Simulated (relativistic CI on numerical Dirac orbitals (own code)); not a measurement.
# Ir²⁺: resonant inelastic scattering at the L2,3 edge

Computed with this model: Dirac-Coulomb-Breit CI, separate exchange-only KLI orbitals for each configuration, model QED, valence Slater integrals scaled by 0.7, Kramers-Heisenberg scattering through one core-hole configuration in a parametric crystal field; configurations [Xe] 4f14 5d7 → [He] 2s2 2p5 3s2 3p6 3d10 4s2 4p6 4d10 4f14 5s2 5p6 5d8; 10 K; core-hole width 5 eV; summed over polarisations. Incident energies are the highest absorption maxima for each field (at most a few, so the weaker spin-orbit partner edge can be absent), on the computed scale of the free ion. Intensities are in per cent of the strongest line above 0.02 eV; levels within 1 cm⁻¹ are merged; final levels count from the ground level, the first row holds all elastic scattering, lines under 0.4 are left out and each table stops after 24 rows. The scale of the Slater integrals is a model choice and moves the terms in proportion.

Field parameters in Wybourne normalisation: D3d B²₀ = −7Dσ, B⁴₀ = −14Dq − 21Dτ, B⁴₃ = −14√(10/7) Dq. The field is a parameter set, without covalency.

S is read from ⟨S²⟩ = S(S + 1).

D3d, 10Dq = 20550, Dσ = -1200, Dτ = 80 cm⁻¹:

| Final level (eV) | Degeneracy | Irrep | S | 11213.1 eV |
| --- | --- | --- | --- | --- |
| 0.000 | 2 | Γ4 | 0.66 | 505.2 |
| 0.050 | 2 | Γ5+Γ6 | 0.70 | 100.0 |
| 0.982 | 2 | Γ4 | 1.47 | 12.7 |
| 1.170 | 2 | Γ5+Γ6 | 1.41 | 36.9 |
| 1.242 | 2 | Γ4 | 1.42 | 41.0 |
| 1.739 | 2 | Γ4 | 1.46 | 16.3 |
| 1.858 | 2 | Γ5+Γ6 | 1.40 | 8.7 |
| 1.964 | 2 | Γ4 | 1.44 | 13.9 |
| 2.255 | 2 | Γ4 | 0.65 | 74.9 |
| 2.260 | 2 | Γ5+Γ6 | 0.66 | 43.4 |
| 2.616 | 2 | Γ4 | 0.62 | 38.3 |
| 2.701 | 2 | Γ4 | 0.63 | 11.8 |
| 2.805 | 2 | Γ5+Γ6 | 0.63 | 57.6 |
| 2.943 | 2 | Γ4 | 0.62 | 37.2 |
| 3.037 | 2 | Γ5+Γ6 | 0.70 | 12.7 |
| 3.202 | 2 | Γ4 | 0.71 | 26.7 |
| 3.393 | 2 | Γ4 | 0.59 | 15.7 |
| 3.805 | 2 | Γ4 | 1.35 | 2.9 |
| 3.807 | 2 | Γ5+Γ6 | 1.40 | 0.6 |
| 3.888 | 2 | Γ4 | 1.27 | 9.7 |
| 4.002 | 2 | Γ4 | 1.11 | 13.9 |
| 4.218 | 2 | Γ4 | 1.29 | 3.0 |
| 4.339 | 2 | Γ4 | 1.00 | 5.1 |
| 4.405 | 2 | Γ5+Γ6 | 0.87 | 6.2 |

D3d, 10Dq = 20550, Dσ = -860, Dτ = 80 cm⁻¹:

```csv
Final level (eV),Degeneracy,Irrep,S,11213.1 eV
0.000,2,Γ4,0.66,500.2
0.040,2,Γ5+Γ6,0.69,100.0
0.974,2,Γ4,1.47,12.8
1.176,2,Γ5+Γ6,1.42,38.0
1.211,2,Γ4,1.42,41.2
1.745,2,Γ4,1.47,15.2
1.845,2,Γ5+Γ6,1.40,7.9
1.913,2,Γ4,1.43,13.3
2.249,2,Γ4,0.65,74.7
2.253,2,Γ5+Γ6,0.66,40.6
2.660,2,Γ4,0.62,41.4
2.700,2,Γ4,0.63,10.5
2.774,2,Γ5+Γ6,0.63,59.3
2.894,2,Γ4,0.61,36.2
3.038,2,Γ5+Γ6,0.70,11.8
3.154,2,Γ4,0.70,26.3
3.370,2,Γ4,0.58,16.0
3.795,2,Γ4,1.38,2.0
3.795,2,Γ5+Γ6,1.41,0.6
3.888,2,Γ4,1.21,11.7
3.975,2,Γ4,1.16,11.9
4.113,2,Γ5+Γ6,1.36,0.4
4.205,2,Γ4,1.30,3.2
4.316,2,Γ4,1.16,3.6
```

For the first field the strongest loss at the lowest incident energy is the level at 0.05 eV (S = 0.70, against 0.66 in the thermal ground state). Levels of other spin, the first over 8 % at 0.98 eV, appear because spin-orbit coupling of the core hole, and in heavier ions of the valence shell too, mixes spins.
